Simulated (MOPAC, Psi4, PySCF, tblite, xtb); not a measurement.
Dimer N2 ··· H3ClSi (SMILES N#N and [SiH3]Cl) at R = 3.37 Å between the centres of mass, closest contact 2.87 Å (a higher rigid-body minimum at GFN2-xTB). Geometry in Å and degrees:

```
Si
H 1 1.4758
H 1 1.4758 2 110.44
H 1 1.4758 2 110.44 3 -122.46
Cl 1 2.0663 2 108.48 4 -118.77
N 2 2.8747 1 94.01 3 176.54
N 6 1.0909 2 115.63 1 86.60
```

Levels: GFN2-xTB (tblite); SAPT0/jun-cc-pVDZ, frozen core (Psi4); PBE/def2-TZVP, counterpoise-corrected (Psi4); PBE-D3(BJ)/def2-TZVP, counterpoise-corrected (Psi4); HF/aug-cc-pVDZ, counterpoise-corrected (Psi4); MP2/aug-cc-pVDZ = DF-MP2/aug-cc-pVDZ, frozen core, counterpoise-corrected (Psi4); SCS-MP2/aug-cc-pVDZ = DF-SCS-MP2/aug-cc-pVDZ, frozen core, counterpoise-corrected in Psi4; PM7, restricted, heats of formation (MOPAC); PM6, restricted, heats of formation (MOPAC); GFN1-xTB (xtb); RKS-B3LYP/6-31G* = PySCF with restricted B3LYP/6-31G*, spherical d, no counterpoise correction; RKS-LDA (SVWN5)/6-31G* = restricted LDA (SVWN5)/6-31G*, spherical d, no counterpoise correction in PySCF; RHF/6-31G* = restricted Hartree-Fock/6-31G*, spherical d, no counterpoise correction (PySCF); RHF/LANL2DZ = PySCF 2.14.0 with restricted Hartree-Fock/LANL2DZ, with its core potentials past Ne, no counterpoise correction.

Task: What interaction energy does each level give?

Result: 
```json
[
 {"method": "PM7", "E_int / kJ/mol": "-10.73"},
 {"method": "RKS-LDA (SVWN5)/6-31G*", "E_int / kJ/mol": "-10.67"},
 {"method": "GFN1-xTB", "E_int / kJ/mol": "-9.74"},
 {"method": "GFN2-xTB", "E_int / kJ/mol": "-5.45"},
 {"method": "PBE-D3(BJ)/def2-TZVP", "E_int / kJ/mol": "-1.94"},
 {"method": "MP2/aug-cc-pVDZ", "E_int / kJ/mol": "0.01"},
 {"method": "PM6", "E_int / kJ/mol": "2.08"},
 {"method": "SCS-MP2/aug-cc-pVDZ", "E_int / kJ/mol": "2.11"},
 {"method": "SAPT0/jun-cc-pVDZ", "E_int / kJ/mol": "2.12"},
 {"method": "RKS-B3LYP/6-31G*", "E_int / kJ/mol": "2.16"},
 {"method": "PBE/def2-TZVP", "E_int / kJ/mol": "3.10"},
 {"method": "RHF/LANL2DZ", "E_int / kJ/mol": "5.21"},
 {"method": "RHF/6-31G*", "E_int / kJ/mol": "5.81"},
 {"method": "HF/aug-cc-pVDZ", "E_int / kJ/mol": "9.05"}
]
```
